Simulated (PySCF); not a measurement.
# Working out the ionisation energy of W

W [Xe] 4f14 5d4 6s2 (5D) → W+ [Xe] 4f14 5d4 6s1 (6D). Calculation: PySCF 2.14, in def2-TZVPPD with the def2 core potential (60 electrons); scalar relativity through the core potential. Frozen: 5s2 5p6. Energies in hartree (1 hartree = 27.21139 eV):

```
            part   W (lower)  W+ (upper)
             UHF  -66.318792  -66.103026
CCSD correlation   -0.107112   -0.055258
             (T)   -0.005730   -0.000952
```

Q: What does Hartree-Fock give?

A: (-66.103026) − (-66.318792) = 0.215766 hartree = 5.871 eV.

Q: What do CCSD and CCSD(T) give?

A: The CCSD correlation energies differ by 0.051854 hartree = 1.411 eV and the triples by 0.004778 hartree = 0.130 eV, so CCSD gives 7.282 eV and CCSD(T) 7.412 eV.

Measured between the centres of the two terms (NIST): 7.825 eV, so CCSD(T) (valence) is off by -0.413 eV.

What remains against the reference includes basis incompleteness, the frozen core and higher excitations.
